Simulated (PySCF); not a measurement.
A small calculation by hand: dipole moment from atomic charges

GeF₂, SMILES [F][Ge][F] (connectivity only; charge and spin as stated), neutral, multiplicity 1. Atoms are numbered in the order given.

```xyz
3

Ge     0.0000     0.0000     0.4177
F      0.0000    -1.3212    -0.7425
F      0.0000     1.3212    -0.7425
```

Geometry: B3LYP-D3(BJ)/def2-TZVP. The isomer is the one that the SMILES or the coordinates give; other isomers of the formula were not compared.

Charges (e) from B3LYP/def2-TZVPD in PySCF:

```tsv
atom	IAO	ESP fit
Ge1	1.036	0.533
F2	-0.518	-0.267
F3	-0.518	-0.267
```

The dipole moment of the full density is 2.69 D.

What dipole moment does each set of point charges give, and which comes closer to that of the density?


μ = Σ q r, and 1 e Å = 4.8032 D.
IAO: Σ q r = (0.000, 0.000, 1.202) e Å, |μ| = 5.77 D.
ESP fit: Σ q r = (0.000, 0.000, 0.619) e Å, |μ| = 2.97 D.
ESP fit comes closer in size. Point charges leave out the atoms' own dipoles (lone pairs, polarised bonds); fits to the potential absorb them, partitions of the density don't.
